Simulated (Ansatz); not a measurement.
Total energies of germane, GeH$_{4}$.

```xyz
5

Ge    0.000    0.000    0.000
H     0.139    0.759    1.326
H    -1.189   -0.965    0.085
H     1.284   -0.794   -0.272
H    -0.234    1.000   -1.139
```

Total charge 0; spin multiplicity 1. Correlated methods include outer-core shells of Ge, which these sets cover unevenly. Scalar relativity is left out up to krypton. The structure was optimised at the PBE0-D4/def2-TZVP level. Basis def2-TZVPP, Ansatz 0.2.0.

RPA on PBE orbitals: Hartree–Fock energy of these orbitals -2077.64914 Eh, correlation -0.48419 Eh (frozen core).

```
functional  energy without D4 (Eh)  D4 term (kJ/mol)
    B97M-V             -2079.00354                 –
   LC-ωPBE             -2079.12195                 –
```

Problem. Give the same for LDA (SPW92), PBE, revPBE, BLYP, r2SCAN, PBE0, B3LYP, r2SCANh, r2SCAN0, HSE06 (plane-wave form), BHLYP, CAM-B3LYP, ωB97X-V, ωB97M-V, B2PLYP, PBE-QIDH. (An estimate is asked.)

Solution. Computed: 
```
             functional  energy without D4 (Eh)  D4 term (kJ/mol)
            LDA (SPW92)             -2076.17658                 –
                    PBE             -2079.05850              -4.1
                 revPBE             -2079.22699             -14.2
                   BLYP             -2079.43227              -9.5
                 r2SCAN             -2079.37462              -0.9
                   PBE0             -2079.11932              -3.4
                  B3LYP             -2079.44280              -6.8
                r2SCANh             -2079.36705              -1.0
                r2SCAN0             -2079.35641              -1.1
HSE06 (plane-wave form)             -2079.11893              -3.1
                  BHLYP             -2079.36535              -4.9
              CAM-B3LYP             -2079.50698              -3.4
                ωB97X-V             -2079.19736                 –
                ωB97M-V             -2079.25152                 –
                 B2PLYP             -2079.01202                 –
               PBE-QIDH             -2078.79343                 –
```

B3LYP takes the VWN-RPA correlation (the form of Gaussian; ORCA's B3LYP/G). HSE06 is the plane-wave form, built on full-range PBE exchange. The double hybrids freeze the cores in their second-order part.

LC-ωPBE has ω = 0.4 bohr⁻¹.
